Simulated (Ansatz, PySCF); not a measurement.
Species: H$_{6}$S (charge 0, singlet). 
Geometry from a B3LYP-D3(BJ)/def2-TZVP (Ansatz, a program for electronic structure) optimisation:
```xyz
7

S      0.0000     0.0000     0.0000
H      1.4140    -0.0061     0.0019
H     -1.4140     0.0061    -0.0019
H      0.0062     1.4140    -0.0126
H     -0.0062    -1.4140     0.0126
H     -0.0018     0.0126     1.4140
H      0.0018    -0.0126    -1.4140
```

Property: atomisation energy (electronic, to ground-state atoms), in kcal/mol. Correlated levels leave the core frozen unless marked. Open shells are spin-unrestricted. Spin-orbit coupling is left out. No relativistic terms. The coupled-cluster limit lacks core correlation, which all-electron functionals hold. Basis-set limits of correlation are two-point, X^-3; Hartree-Fock from the larger set. The bracket is a focal-point correction in the basis named.

| level | program | atomisation energy (kcal/mol) | minus last row |
|---|---|---|---|
| HF/aug-cc-pV(D+d)Z | Ansatz | 164.8 | -128.6 |
| HF/aug-cc-pV(Q+d)Z | Ansatz | 171.6 | -121.8 |
| HF/def2-QZVPPD | Ansatz | 171.6 | -121.8 |
| B97M-V/def2-TZVPD | Ansatz | 299.8 | 6.4 |
| PBE0-D3(BJ)/def2-TZVP | Ansatz + dftd3 | 290.4 | -3.0 |
| PBE0/def2-TZVPD | Ansatz | 288.6 | -4.8 |
| TPSSh-D4/def2-TZVPD | PySCF + dftd4 | 308.7 | 15.3 |
| MN15-D3(BJ)/def2-TZVPD | PySCF + dftd3 | 289.2 | -4.2 |
| CAM-B3LYP/def2-TZVPD | Ansatz | 290.7 | -2.7 |
| B2GP-PLYP-D4/def2-TZVPD | Ansatz + dftd4 | 280.5 | -12.9 |
| RPA@PBE/cc-pV(Q+d)Z | Ansatz | 284.4 | -9.0 |
| MP2/6-31G* | Ansatz | 192.9 | -100.5 |
| MP2/def2-SVPD | Ansatz | 240.3 | -53.1 |
| RI-MP2/aug-cc-pV(T+d)Z | Ansatz | 274.2 | -19.2 |
| SCS-MP2/def2-SVPD | Ansatz | 248.7 | -44.7 |
| CCSD/def2-SVP | Ansatz | 251.2 | -42.2 |
| RI-MP2/CBS(aug-cc-pV(T+d)Z,aug-cc-pV(Q+d)Z)+[CCSD(T)-MP2]/aug-cc-pV(D+d)Z | Ansatz | 297.7 | 4.3 |
| RI-MP2/CBS(cc-pV(T+d)Z,cc-pV(Q+d)Z)+[CCSD(T)-MP2]/cc-pV(D+d)Z | Ansatz | 297.9 | 4.5 |
| RI-MP2/CBS(def2-TZVPP,def2-QZVPP)+[CCSD(T)-MP2]/def2-SVP | Ansatz | 298.2 | 4.8 |
| RI-MP2/CBS(def2-TZVPPD,def2-QZVPPD)+[CCSD(T)-MP2]/def2-TZVPPD | Ansatz | 294.3 | 0.9 |
| CCSD(T)/CBS(cc-pV(T+d)Z,cc-pV(Q+d)Z) | Ansatz | 293.4 | 0.0 |
